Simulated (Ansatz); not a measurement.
C2H5ClSi (`CC[Si]Cl`), relaxed with RKS PBE-D4/def2-SVP in Ansatz from a rough embedded geometry. The force threshold is 0.03 eV/Å; the program also tests the step.

Total charge 0; spin multiplicity 1.

Start:

```xyz
9

C    -0.475   -0.633   -0.595
C     0.370    0.590   -0.222
Si   -0.023    1.310    1.438
Cl    0.482   -0.085    2.917
H    -0.152   -0.931   -1.656
H    -1.521   -0.403   -0.704
H    -0.324   -1.486    0.036
H     1.394    0.300   -0.250
H     0.250    1.337   -0.966
```

```tsv
step	energy (eV)	largest force (eV/Å)	largest move (Å)
1	-22535.5994	2.004	0.000
2	-22535.8996	0.612	0.194
3	-22535.9420	0.234	0.052
4	-22535.9464	0.084	0.034
5	-22535.9481	0.043	0.030
6	-22535.9508	0.088	0.049
7 (rejected)	-22535.9454	0.535	0.195
8	-22535.9561	0.123	0.087
9	-22535.9608	0.245	0.098
10	-22535.9633	0.297	0.098
11	-22535.9699	0.163	0.200
12 (rejected)	-22535.9390	0.885	0.195
13	-22535.9753	0.116	0.095
14	-22535.9755	0.130	0.083
15	-22535.9781	0.087	0.046
16	-22535.9787	0.053	0.033
17	-22535.9790	0.035	0.011
18	-22535.9792	0.027	0.026
```

End:

```xyz
9

C    -0.395   -0.671   -0.570
C     0.379    0.611   -0.260
Si    0.451    1.396    1.489
Cl   -0.197   -0.237    2.685
H    -0.235   -1.009   -1.615
H    -1.485   -0.524   -0.430
H    -0.094   -1.494    0.108
H     1.477    0.479   -0.462
H     0.099    1.447   -0.945
```

It took 30 s on 2 threads of a server CPU on a shared host, with 0.12 GiB of host memory at the peak.
